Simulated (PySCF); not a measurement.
## How the method moves the HOMO and LUMO of `CC(C)[O][V](=[O])([Cl])[Cl]`

Compound: C3H7Cl2O2V (singlet state).
Z-matrix (Å and degrees, PBE0-D3(BJ)/def2-SVP geometry), rows numbered from 1:
```
C 
C   1  1.5161
C   2  1.5165  1  113.98
O   2  1.4256  1  109.34  3   122.76
V   4  1.7006  2  136.64  1   -62.69
O   5  1.5384  4  107.81  2     0.75
Cl  5  2.1515  4  110.05  2   118.20
Cl  5  2.1528  4  109.48  2  -117.05
H   1  1.0995  2  110.54  3  -176.92
H   1  1.1005  2  110.39  3   -56.67
H   1  1.0995  2  110.19  3    63.15
H   2  1.1038  1  109.70  3  -123.39
H   3  1.0995  2  110.63  1   177.15
H   3  1.0996  2  110.14  1   -62.90
H   3  1.1006  2  110.41  1    56.86
```

Basis pcSseg-1 throughout (PySCF), one geometry. Geometry: PBE0-D3(BJ)/def2-SVP; no solvent, vibrations or thermal averaging.

How do the orbital energies, the gap and the dipole change with the method?

```json
{"method": "PBE", "kind": "GGA", "HOMO (eV)": "-7.65", "LUMO (eV)": "-4.20", "gap (eV)": "3.45", "μ (D)": "4.10", "SCF cycles": "19"}
{"method": "KT3", "kind": "GGA", "HOMO (eV)": "-7.75", "LUMO (eV)": "-4.32", "gap (eV)": "3.43", "μ (D)": "4.07", "SCF cycles": "18"}
{"method": "LDA", "kind": "LDA", "HOMO (eV)": "-7.81", "LUMO (eV)": "-4.42", "gap (eV)": "3.39", "μ (D)": "4.14", "SCF cycles": "21"}
{"method": "PBE0", "kind": "global hybrid", "HOMO (eV)": "-9.07", "LUMO (eV)": "-3.54", "gap (eV)": "5.53", "μ (D)": "4.12", "SCF cycles": "15"}
{"method": "BHandHLYP", "kind": "global hybrid", "HOMO (eV)": "-10.32", "LUMO (eV)": "-2.63", "gap (eV)": "7.69", "μ (D)": "4.02", "SCF cycles": "16"}
{"method": "CAM-B3LYP", "kind": "range-separated hybrid", "HOMO (eV)": "-10.35", "LUMO (eV)": "-2.48", "gap (eV)": "7.87", "μ (D)": "4.12", "SCF cycles": "16"}
{"method": "LC-wPBE", "kind": "range-separated hybrid", "HOMO (eV)": "-11.73", "LUMO (eV)": "-1.48", "gap (eV)": "10.25", "μ (D)": "4.33", "SCF cycles": "16"}
```

The HOMO spans 4.09 eV, from PBE down to LC-wPBE, and the gap runs from 3.39 eV (LDA) to 10.25 eV (LC-wPBE). Over the methods PBE (0 %), KT3 (0 %), LDA (0 %), PBE0 (25 %), BHandHLYP (50 %), a straight line through the gap against the share of exact exchange rises by 0.85 eV for each 10 % (correlation coefficient 1.000). The dipole ranges from 4.02 D (BHandHLYP) to 4.33 D (LC-wPBE). This basis has no diffuse functions.

The vertical ΔSCF ionisation energy at PBE0/def2-SVPD is 10.78 eV; −ε(HOMO) comes closest to it with CAM-B3LYP (10.35 eV).
